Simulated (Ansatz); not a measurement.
Abridged output of a molecular run in Ansatz:

```
Functional definition: HF
1414 factors; integrals over basis functions are off by at most 6.2e-4 eV
mean field evaluation 1: about -213319.2666 eV, gradient 4.2e1 eV
mean field evaluation 2: about -213319.2872 eV, gradient 4.2e1 eV
mean field evaluation 4: about -213323.2556 eV, gradient 2.1e0 eV
mean field evaluation 8: about -213323.2770 eV, gradient 1.6e-1 eV
mean field evaluation 16: about -213323.2476 eV, gradient 4.6e-1 eV
mean field -213323.27716521 eV, -7839.4858401108 hartree, gradient 7.1e-6 eV, S^2 0.000000; 0 other end points of the search recorded, 0 dependent functions left out
28 core orbitals not correlated: weight in the atoms' cores, before any rotation towards them, 1.000 or more for the frozen orbitals, at most 0.000 for the correlated occupied ones
reference -213323.27716521 eV, -7839.4858401108 hartree; 35, 35 occupied and 84, 84 virtual orbitals, 1414 factors
second order -29.85818678 eV of doubles, -0.00000000 eV of singles
cycle   1  -29.01681345 eV  change    8.4e-1 eV  update   1.5e-1
cycle   2  -29.63262212 eV  change   -6.2e-1 eV  update   5.6e-2
cycle   3  -29.80700263 eV  change   -1.7e-1 eV  update   2.6e-2
cycle   4  -29.77970803 eV  change    2.7e-2 eV  update   6.6e-3
cycle   5  -29.77469567 eV  change    5.0e-3 eV  update   2.1e-3
cycle   6  -29.77597399 eV  change   -1.3e-3 eV  update   6.9e-4
cycle   7  -29.77582721 eV  change    1.5e-4 eV  update   2.8e-4
cycle   8  -29.77569917 eV  change    1.3e-4 eV  update   8.3e-5
cycle   9  -29.77576468 eV  change   -6.6e-5 eV  update   2.7e-5
perturbative correction -0.82671264 eV, -0.0303811291 hartree
Total energy: -213353.87964253 eV, -7840.6104604092 hartree
```

Its atoms:

```xyz
6

O    -0.8513   -1.2114    0.2272
Hf    0.2151    0.3065   -0.0576
Br    0.1534    0.8992   -2.4753
Br   -0.6779    2.1921    1.3015
Br    2.5527   -0.2038    0.6320
H    -1.3920   -1.9825    0.3721
```

Q: Which basis set was used?
A. def2-SVP
B. def2-TZVPP
C. cc-pV(Q+d)Z
D. def2-TZVPPD

A: A. It gives 147 functions.

Q: Write the keys of the input that set method, charge and spin (a neutral closed shell needs none for the last two).

A: 
```yaml
correlation: {method: ccsd_t}
```
